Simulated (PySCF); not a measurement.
# Spinor energies of Zn²⁺ (zinc, charge +2)

Start: [Ar] 3d9 4s1; 3d3/2 filled at m_j = -3/2, -1/2, +1/2, +3/2; 3d5/2 filled at m_j = -3/2, -1/2, +1/2, +3/2, +5/2; 4s1/2 filled at m_j = +1/2. Calculated with PySCF 2.14 in x2c-TZVPall-2c with one added diffuse shell each of s, p, d type (7s8p5d1f, 63 functions): generalised Hartree-Fock with the X2C-1e Hamiltonian and a Gaussian nucleus; one run each with spin-orbit coupling (SO) switched off, then screened by Boettger's factors. This is a chosen level, not necessarily the ground level.

```json
{"spinor shell": "1s1/2", "electrons": "2", "ε, spin-free (eV)": "-9759.7", "ε, screened SO (eV)": "-9759.5", "weight of nominal j (screened SO)": "1.000", "rms radius, screened SO (bohr)": "0.0580"}
{"spinor shell": "2s1/2", "electrons": "2", "ε, spin-free (eV)": "-1263.9", "ε, screened SO (eV)": "-1263.9", "weight of nominal j (screened SO)": "1.000", "rms radius, screened SO (bohr)": "0.244"}
{"spinor shell": "2p1/2", "electrons": "2", "ε, spin-free (eV)": "-1095.2", "ε, screened SO (eV)": "-1111.9", "weight of nominal j (screened SO)": "0.999", "rms radius, screened SO (bohr)": "0.217"}
{"spinor shell": "2p3/2", "electrons": "4", "ε, spin-free (eV)": "-1095.2", "ε, screened SO (eV)": "-1087.1", "weight of nominal j (screened SO)": "1.000", "rms radius, screened SO (bohr)": "0.220"}
{"spinor shell": "3s1/2", "electrons": "2", "ε, spin-free (eV)": "-187.16", "ε, screened SO (eV)": "-187.15", "weight of nominal j (screened SO)": "1.000", "rms radius, screened SO (bohr)": "0.726"}
{"spinor shell": "3p1/2", "electrons": "2", "ε, spin-free (eV)": "-134.45", "ε, screened SO (eV)": "-137.94", "weight of nominal j (screened SO)": "0.951", "rms radius, screened SO (bohr)": "0.760"}
{"spinor shell": "3d3/2", "electrons": "4", "ε, spin-free (eV)": "-50.131", "ε, screened SO (eV)": "-50.877", "weight of nominal j (screened SO)": "0.821", "rms radius, screened SO (bohr)": "0.919"}
{"spinor shell": "3d5/2", "electrons": "5", "ε, spin-free (eV)": "-50.131", "ε, screened SO (eV)": "-49.545", "weight of nominal j (screened SO)": "0.857", "rms radius, screened SO (bohr)": "0.926"}
{"spinor shell": "4s1/2", "electrons": "1", "ε, spin-free (eV)": "-28.987", "ε, screened SO (eV)": "-28.987", "weight of nominal j (screened SO)": "1.000", "rms radius, screened SO (bohr)": "2.38"}
```

Task: Where does 3p3/2 lie, and what is the 3p spin-orbit splitting (screened SO)?

Result: At -132.72 eV, 5.215 eV above 3p1/2.

```json
{"quantity": "E (hartree)", "spin-free": "-1793.01894", "screened SO": "-1793.07531"}
{"quantity": "M_J", "spin-free": "3", "screened SO": "3"}
{"quantity": "⟨J²⟩", "spin-free": "12.004", "screened SO": "12.004"}
{"quantity": "⟨L²⟩", "spin-free": "6.004", "screened SO": "6.006"}
{"quantity": "⟨S²⟩", "spin-free": "2.000", "screened SO": "2.002"}
```

Each row is a mean over spinors that exchange with the open shell spreads, by up to 8.145 eV (3p3/2).

Rows whose weight is well below 1 are mixtures of j = l ± 1/2: exchange outweighs spin-orbit coupling there, and the label is only the starting occupation.

Without spin-orbit coupling the j labels of p, d and f shells carry no meaning; the spin-free column gives the mean over the occupied spinors of each nl shell.
